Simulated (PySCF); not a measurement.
Two species compared at the same levels of theory.

First species: GaI3.
SMILES: `[I][Ga]([I])[I]`

Second species: C₅H₆BF₃O₂.
SMILES with atom numbers: `[F:1][C:2]([F:3])=[C:4]([F:5])[C@H:6]1[CH2:7][CH2:8][O:9][BH:10][O:11]1` (hydrogens: H12 on C6; H13, H14 on C7; H15, H16 on C8; H17 on B10)

Levels: PBE0/def2-SVPD for HOMO energy, LUMO energy, HOMO–LUMO gap and static isotropic polarisability; TDDFT PBE0/def2-SVPD for lowest singlet excitation; TDA PBE0/def2-SVPD for lowest triplet excitation (Tamm–Dancoff). Geometries: PBE0-D3(BJ)/def2-SVP. All species are isolated and taken at one optimised geometry (atoms past krypton carry core potentials, spin–orbit coupling is left out); the electronic structure was computed with PySCF and density fitting.

**Question.** Which has the higher HOMO energy?

**Answer.** The second: -7.49 eV against -7.76 eV, a difference of 0.27 eV.

**Question.** Which of the two has the higher HOMO–LUMO gap, and by how much?

**Answer.** The second: 7.64 eV against 5.12 eV, a difference of 2.52 eV.

**Question.** Which of the two has the higher LUMO energy, and by how much?

**Answer.** The second: 0.15 eV against -2.64 eV, a difference of 2.79 eV.

**Question.** Which has the higher S1 energy?

**Answer.** The second: 6.60 eV against 3.98 eV, a difference of 2.62 eV.

**Question.** Which has the higher static isotropic polarisability?

**Answer.** The first: 139.6 au against 78.3 au, a difference of 61.3 au.

**Question.** Which has the higher T1 energy?

**Answer.** The second: 4.33 eV against 3.66 eV, a difference of 0.67 eV.

On the first: S1 lies 1.14 eV below the HOMO–LUMO gap; its leading configuration is HOMO→LUMO, weight 0.99. The polarisability is 20.68 Å³ as a volume (1 au = 0.148185 Å³). Atoms past krypton carry effective core potentials; spin–orbit coupling is left out.

On the second: The polarisability is 11.61 Å³ as a volume (1 au = 0.148185 Å³), or 0.93 au for each of the 84 electrons. The principal polarisabilities are 66.8, 78.1 and 90.0 au; their mean is the isotropic value.
